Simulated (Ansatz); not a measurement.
Mulliken charges of `[OH][Ge]([OH])[OH]` radical from ωB97M-V/def2-TZVPP in Ansatz (PBE0-D4/def2-TZVP geometry).

```tsv
atom	x (Å)	y (Å)	z (Å)	charge (e)
O1	-1.386	0.798	-0.371	-0.390
Ge2	0.329	0.369	-0.186	0.661
O3	0.588	0.036	1.541	-0.390
O4	0.565	-1.170	-1.044	-0.390
H5	-1.666	1.480	0.248	0.170
H6	1.413	-0.430	1.708	0.170
H7	0.219	-1.150	-1.941	0.170
```

Q: By hand: the dipole of these point charges (1 e Å = 4.8032 D).

A: Σ q r = (0.303, 0.358, -0.170) e Å, of length 0.499 e Å = 2.40 D.

Q: How does the dipole of the full density compare? (An estimate is asked.)

A: Computed: (0.212, 0.251, -0.119) e Å, 1.68 D; the point charges give 1.43 times that, at 0° from its direction.

Point charges leave out the atoms' own dipoles, such as those of lone pairs, and Mulliken's split depends on the basis, so the two needn't agree.
